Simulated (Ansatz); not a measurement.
Reaction (formal exchange of groups at a C–C bond): `C=CC(=C)I` + `FBF` → `C=CB(F)F` + `C=CI`

Computed with Ansatz on PBE0-D4/def2-TZVP structures; ΔE is electronic, products minus reactants. CCSD(T)/CBS is the MP2 limit (def2-TZVPP, def2-QZVPP) plus CCSD(T) − MP2 in def2-TZVPP, frozen cores. This one scheme is used for every species. DFT in def2-TZVPP. def2 core potentials past Kr. For I outer-core shells are correlated without core-valence functions, which leaves a few kJ/mol of doubt a bond. Each species was taken in one conformer, which may not be the lowest.

`C=CC(=C)I`:

Z-matrix (Å, degrees):
```
C
C 1 1.329
H 1 1.084 2 121.7
H 1 1.083 2 120.7 3 180.0
C 2 1.452 1 127.6 3 0.0
H 2 1.089 1 119.2 3 180.0
I 5 2.098 2 118.4 1 -0.0
C 5 1.331 2 123.0 1 180.0
H 8 1.081 5 123.0 2 180.0
H 8 1.086 5 119.2 2 -0.0
```

`FBF`:

Cartesian coordinates in Å:
```
F 1.179 0.526 -0.077
B -0.004 -0.037 0.015
F -1.046 0.643 -0.405
H -0.129 -1.132 0.467
```

`C=CB(F)F`:

```xyz
8

C    -0.595    1.104    0.160
C     0.259    0.259   -0.416
B     0.420   -1.193    0.081
F     1.267   -2.032   -0.489
F    -0.283   -1.663    1.099
H    -0.718    2.128   -0.180
H    -1.208    0.796    1.001
H     0.858    0.601   -1.256
```

`C=CI`:

Cartesian coordinates in Å:
```
C -0.350 0.650 -0.237
C 0.389 -0.317 0.272
I 0.015 -2.338 -0.037
H -1.216 0.461 -0.860
H -0.093 1.685 -0.032
H 1.256 -0.142 0.895
```

| level | ΔE (kJ/mol) |
| --- | --- |
| ωB97X-V | -28.8 |
| HF/def2-QZVPP | -42.3 |

Problem. What does CCSD(T)/CBS give? (Best estimate.)

Solution. Ansatz gave: -22.0 kJ/mol. The listed levels differ from it by -6.8, -20.3 kJ/mol.

Largest T1 diagnostic among the species: 0.013.

In def2-TZVPP, CCSD(T) changes the Hartree–Fock value by +19.6 kJ/mol (the triples alone add +4.9 kJ/mol) and MP2 by +30.4 kJ/mol. From PBE to PBE0 (25 % exact exchange), in def2-TZVPP and without D4, ΔE moves by −3.2 kJ/mol.
